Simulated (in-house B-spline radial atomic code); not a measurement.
A fraction x of an electron is moved 4d → 5f in Xe VI (Xe5+), starting from [Kr] 4d10 5s2 5p1 and keeping the highest spin. All numbers are computed (scalar-relativistic (X2C) TPSS, spin-polarised, spherical fractional occupations; Fermi nucleus of rms radius 4.7859 fm) with an all-electron radial atomic-structure program (B-spline basis), not measured.

```tsv
x	E(x) - E(0) (eV)	4d down level (eV)	5f up level (eV)
0	0.0000	-119.837	-
0.125	12.3420	-121.426	-22.117
0.25	24.8354	-123.007	-22.432
0.375	?	?	?
0.5	50.2726	-126.155	-23.274
0.625	63.2012	-127.721	-23.748
0.75	?	?	?
0.875	89.4649	-130.823	-24.686
1	102.7998	-132.355	-25.134
```

(1) What belongs in the row x = 0.375?

(2) What belongs in the row x = 0.75?

(3) Check Janak's theorem between x = 0.125 and 0.25.

## Answers

(1) An energy change of 37.4821 eV; 4d down at -124.583 eV, 5f up at -22.824 eV.

(2) An energy change of 76.2655 eV; 4d down at -129.277 eV, 5f up at -24.223 eV.

(3) The slope of the energy is 99.95 eV; the orbital levels give 99.94 eV (ε of the receiving orbital less ε of the emptying one, averaged over the two points).
